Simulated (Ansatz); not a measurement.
CH6FNO2Si (`CO[Si](N)(O)F`). The species carries charge 0 and has multiplicity 1.

Z-matrix (Å, degrees):
```
C
O 1 1.412
H 1 1.091 2 108.1
H 1 1.094 2 111.3 3 -119.5
H 1 1.094 2 111.0 3 119.0
Si 2 1.619 1 125.2 3 171.1
O 6 1.630 2 106.2 1 -47.9
N 6 1.691 2 113.5 1 -172.1
F 6 1.595 2 109.5 1 70.6
H 7 0.958 6 117.0 2 -179.8
H 8 1.007 6 119.6 2 -86.7
H 8 1.006 6 120.5 2 58.8
```

Problem. What are the harmonic wavenumbers in cm⁻¹ at PBE0-D4/def2-TZVP (Ansatz, finite differences of forces, unscaled)? (An estimate is asked.)

Solution. Computed: 60, 81, 156, 181, 221, 273, 340, 358, 375, 413, 425, 728, 813, 818, 928, 946, 982, 1159, 1185, 1222, 1482, 1498, 1500, 1583, 3033, 3102, 3128, 3618, 3710, 3930.

Problem. Is this a minimum?

Solution. Yes, all 30 modes are real.

Problem. Give the ideal-gas thermochemistry at 298.15 K and 1 bar (rigid rotor, harmonic oscillator; point group C1, symmetry number 1).

Solution. Zero-point energy 228.8 kJ/mol; H(298) − E = 254.2 kJ/mol; entropy 378.3 J/(mol·K), of which translation 167.6, rotation 113.9, vibration 96.8; G(298) − E = 141.4 kJ/mol. Modes under 100 cm⁻¹ are hindered rotations or soft bends, so the harmonic entropy is rough.

Problem. And at 400, 500, 600, 800 and 1000 K?

Solution. 
```
T (K)  H − E (kJ/mol)  S (J/mol/K)  G − E (kJ/mol)
  400           268.5        419.5           100.7
  500           284.5        455.2            56.9
  600           302.2        487.3             9.8
  800           340.9        542.9           -93.4
 1000           383.3        590.1          -206.8
```
